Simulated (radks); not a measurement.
The numbers below are computed, except where a source is named.
Species: Rh III. Configuration: [Kr] 4d7.

Code: a radial shooting solver on a logarithmic mesh with Libxc functionals. Model: scalar-relativistic Kohn-Sham, BLYP, spin-polarised, spherical densities, finite nucleus; open shells are filled with parallel spins first (spin-orbit coupling, left out, can overturn this in heavy ions); Fermi nuclear charge, rms radius 4.4945 fm.

Energy parts (eV):
| part | energy |
|---|---|
| total | -130170.033 |
| kinetic | 134814.066 |
| electron-nucleus | -313288.327 |
| Hartree | 52073.625 |
| exchange-correlation | -3769.397 |

Orbitals (lengths in bohr, moments of r in powers of bohr):
| orbital | occ. | eigenvalue (eV) | <r^4> |
|---|---|---|---|
| 1s up | 1 | -23063.04 | 5.365e-06 |
| 1s down | 1 | -23063.04 | 5.365e-06 |
| 2s up | 1 | -3361.824 | 0.0009692 |
| 2s down | 1 | -3361.340 | 0.0009690 |
| 2p up | 3 | -3015.426 | 0.0006941 |
| 2p down | 3 | -3015.059 | 0.0006939 |
| 3s up | 1 | -617.7572 | 0.04702 |
| 3s down | 1 | -617.5072 | 0.04697 |
| 3p up | 3 | -503.9306 | 0.05086 |
| 3p down | 3 | -503.6470 | 0.05077 |
| 3d up | 5 | -321.8527 | 0.05108 |
| 3d down | 5 | -321.4137 | 0.05090 |
| 4s up | 1 | -104.2269 | 1.765 |
| 4s down | 1 | -102.1248 | 1.757 |
| 4p up | 3 | -72.0346 | 2.753 |
| 4p down | 3 | -69.8445 | 2.765 |
| 4d up | 5 | -26.5216 | 11.55 |
| 4d down | 2 | -24.4514 | 12.95 |
| 5s up | 0 | -20.2259 | 92.27 |
| 5s down | 0 | -19.3669 | 102.0 |
| 5p up | 0 | -14.2125 | 197.0 |
| 5p down | 0 | -13.6788 | 219.1 |

The highest occupied level is 4d down at -24.451 eV. Summed over all electrons, <r^2> = 30.87 bohr^2, which gives a Langevin (diamagnetic) susceptibility term of -24.4 x 10^-6 cm^3/mol. Spin moment in Bohr magnetons: 3. The electron density at the nucleus is 1.238e+05 e/bohr^3 (large components only). The spin density at the nucleus is -2.320 e/bohr^3 (1s -0.046, 2s -0.916, 3s 0.417, 4s -1.776). The density falls to 0.001 e/bohr^3 at r = 3.44 bohr.
